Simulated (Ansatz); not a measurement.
niobium atom (Nb), sextet (all electrons, no relativity). Base run: HF/3-21G in Ansatz (a quantum-chemistry and plane-wave program).

The Ansatz input:
Ansatz 0.2 input:
```yaml
crystal:
  periodic: [false, false, false]
  atoms:
    - {symbol: Nb, position_ang: [0.00000000, 0.00000000, 0.00000000]}
basis:
  gaussian:
    orbitals: 3-21G.json
hamiltonian:
  xc: hf
magnetization: {spin_polarized: true, initial_magnetization: 5}
```
The basis file holds 3-21G in the JSON format of the Basis Set Exchange.

Variants of this job, named by their change:

```tsv
change	basis functions	E (Eh)
base	39	-3735.76573
basis = def2-SV(P)	24	-56.31079
basis = def2-SVP	31	-56.31316
basis = def2-SVPD	34	-56.31339
basis = def2-TZVP	40	-56.32806
basis = def2-TZVPD	40	-56.32806
basis = def2-TZVPP	56	-56.32908
basis = def2-QZVP	72	-56.33017
basis = def2-QZVPP	81	-56.33029
```

Totals compare only among sets that treat the same electrons; sets with core potentials leave the core out.
